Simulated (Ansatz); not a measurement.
## Abstraction of Cl: GeH(GeH3)Cl2 + GeHCl2 → GeH(GeH3)Cl + GeHCl3

Gas-phase species: GeH(GeH3)Cl2, singlet; GeHCl2 `[Cl][GeH][Cl]`, doublet; GeH(GeH3)Cl, doublet; GeHCl3 `[Cl][GeH]([Cl])[Cl]`, singlet. A radical takes Cl: the energy is the difference in strength between two Ge–Cl bonds in different surroundings.

Shapes, held fixed at every level: PBE0-D4/def2-TZVP. Programs: Ansatz 0.2.0. The zero-point and thermal change to 298 K, harmonic and unscaled (PBE0-D4/def2-TZVP), is +0.2 kJ/mol.

```
                level                    kind  ΔH(298 K) (kJ/mol)  less CCSD(T)/def2-TZVPP
          HF/def2-SVP            Hartree–Fock                -1.7                     -0.5
    PBE-D4/def2-TZVPP                     GGA                +6.3                     +7.5
 r2SCAN-D4/def2-TZVPP                meta-GGA                +3.3                     +4.5
  BHLYP-D4/def2-TZVPP           global hybrid                +2.7                     +3.9
r2SCAN0-D4/def2-TZVPP           global hybrid                +1.2                     +2.4
   wB97M-V/def2-TZVPP  range-separated hybrid                +2.1                     +3.3
     CCSD(T)/def2-SVP   coupled cluster or CI                -4.7                     -3.5
   CCSD(T)/def2-TZVPP   coupled cluster or CI                -1.2                      0.0
```

The highest level, CCSD(T)/def2-TZVPP, gives ΔH(298 K) = -1.2 kJ/mol; the levels span -4.7 to +6.3. That is about zero within the method's error. They disagree on the sign: 5 of 8 are positive. The column of differences is taken from that level and isn't an error. No measured value is set beside it here. Open shells run unrestricted. Relativity is left out for Ge. Outer-core shells of Ge are correlated, in sets that cover them unevenly.
